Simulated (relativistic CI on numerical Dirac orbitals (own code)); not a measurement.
How well does a small relativistic CI reproduce Sr II?

Computed by Dirac-Coulomb-Breit CI, KLI orbitals optimised for each configuration, a model potential for QED, valence Slater integrals scaled by 0.85, P86 correlation estimate, and configurations built on the next ion tied to the tabulated ionisation energy (semi-empirical) (own radial code, finite nucleus).

Configurations in the expansion (outside the closed core [Kr]): 5s, 4d, 5p, 6s, 5d, 6p, 4f, 7s, 5f, 5g, 6d, 7p, 7d, 6f. Levels of other configurations are missing.

```csv
Configuration,Term (tabulated),J,Measured (cm⁻¹),Computed,Error,Purity (%)
5s,2S,1/2,0.0,0,0,100
4d,2D,3/2,14555.9,15822,1266,100
4d,2D,5/2,14836.2,15960,1124,100
5p,2P°,1/2,23715.2,24387,672,100
5p,2P°,3/2,24516.7,25053,537,100
6s,2S,1/2,47736.5,47934,197,100
5d,2D,3/2,53286.3,52967,-319,100
5d,2D,5/2,53373.0,53029,-344,100
6p,2P°,1/2,55769.7,56057,287,100
6p,2P°,3/2,56057.9,56295,237,100
4f,2F°,5/2,60991.7,61480,489,100
7s,2S,1/2,64964.1,65075,111,100
```

Measured levels from NIST Handbook of Basic Atomic Spectroscopic Data (Sansonetti and Martin, J. Phys. Chem. Ref. Data 34, 1559 (2005)); pairs were made by configuration, J and term (by order where the table uses no LS term), so strongly mixed levels may be paired wrongly.

Mean error by configuration (cm⁻¹): 4d 1195; 5p 604; 6s 197; 5d -332; 6p 262; 4f 489; 7s 111. Over the excited levels the mean absolute error is 507 cm⁻¹ (11 of the 11 excited levels that our extract of the source holds in range could be paired), and the median relative error of those above 1,000 cm⁻¹ is 0.64 %.

Transition probabilities of persistent lines. The last column rescales the computed rate by the cube of measured over computed energy:

```tsv
λ measured (Å)	Lower	Upper	A tabulated (s⁻¹)	A computed	A rescaled
3464.46 air	5p ²P°3/2	5d ²D5/2	3.10e+08	2.58e+08	2.83e+08
4077.71 air	5s ²S1/2	5p ²P°3/2	1.42e+08	1.89e+08	1.77e+08
4215.52 air	5s ²S1/2	5p ²P°1/2	1.27e+08	1.75e+08	1.61e+08
4305.45 air	5p ²P°3/2	6s ²S1/2	1.40e+08	1.39e+08	1.45e+08
```
